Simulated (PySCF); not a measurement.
AlAs₂FH₄, SMILES [AsH2][Al]([F])[AsH2].

Coordinates come from a PBE-D3(BJ)/def2-SVP optimisation. The structure was generated by enumeration; whether it is a known compound was not checked.

These are PBE-D3(BJ)/def2-SVP in PySCF values and carry that method's errors.

Frequencies are harmonic and unscaled.

Computed normal modes with their intensities:
```json
[
 {"mode": "1", "ν (cm⁻¹)": "62", "IR (km/mol)": "2.2", "moving atoms (share of kinetic energy)": "As 54 %, H 20 %, Al 15 %, F 11 %"},
 {"mode": "2", "ν (cm⁻¹)": "70", "IR (km/mol)": "2.0", "moving atoms (share of kinetic energy)": "H 90 %"},
 {"mode": "3", "ν (cm⁻¹)": "92", "IR (km/mol)": "0.3", "moving atoms (share of kinetic energy)": "H 84 %, As 10 %"},
 {"mode": "4", "ν (cm⁻¹)": "145", "IR (km/mol)": "11.3", "moving atoms (share of kinetic energy)": "F 66 %, As 19 %, Al 13 %"},
 {"mode": "5", "ν (cm⁻¹)": "158", "IR (km/mol)": "17.6", "moving atoms (share of kinetic energy)": "Al 52 %, F 30 %, H 14 %"},
 {"mode": "6", "ν (cm⁻¹)": "219", "IR (km/mol)": "0.8", "moving atoms (share of kinetic energy)": "As 55 %, Al 22 %, F 19 %"},
 {"mode": "7", "ν (cm⁻¹)": "406", "IR (km/mol)": "69.1", "moving atoms (share of kinetic energy)": "Al 72 %, H 16 %, As 12 %"},
 {"mode": "8", "ν (cm⁻¹)": "429", "IR (km/mol)": "0.7", "moving atoms (share of kinetic energy)": "H 97 %"},
 {"mode": "9", "ν (cm⁻¹)": "500", "IR (km/mol)": "12.3", "moving atoms (share of kinetic energy)": "H 88 %, Al 8 %"},
 {"mode": "10", "ν (cm⁻¹)": "541", "IR (km/mol)": "14.2", "moving atoms (share of kinetic energy)": "H 82 %, Al 14 %"},
 {"mode": "11", "ν (cm⁻¹)": "556", "IR (km/mol)": "2.5", "moving atoms (share of kinetic energy)": "H 94 %"},
 {"mode": "12", "ν (cm⁻¹)": "820", "IR (km/mol)": "83.0", "moving atoms (share of kinetic energy)": "F 54 %, Al 45 %"},
 {"mode": "13", "ν (cm⁻¹)": "951", "IR (km/mol)": "30.9", "moving atoms (share of kinetic energy)": "H 99 %"},
 {"mode": "14", "ν (cm⁻¹)": "952", "IR (km/mol)": "1.7", "moving atoms (share of kinetic energy)": "H 99 %"},
 {"mode": "15", "ν (cm⁻¹)": "2111", "IR (km/mol)": "4.0", "moving atoms (share of kinetic energy)": "H 99 %"},
 {"mode": "16", "ν (cm⁻¹)": "2111", "IR (km/mol)": "98.4", "moving atoms (share of kinetic energy)": "H 99 %"},
 {"mode": "17", "ν (cm⁻¹)": "2129", "IR (km/mol)": "31.6", "moving atoms (share of kinetic energy)": "H 99 %"},
 {"mode": "18", "ν (cm⁻¹)": "2130", "IR (km/mol)": "104.5", "moving atoms (share of kinetic energy)": "H 99 %"}
]
```
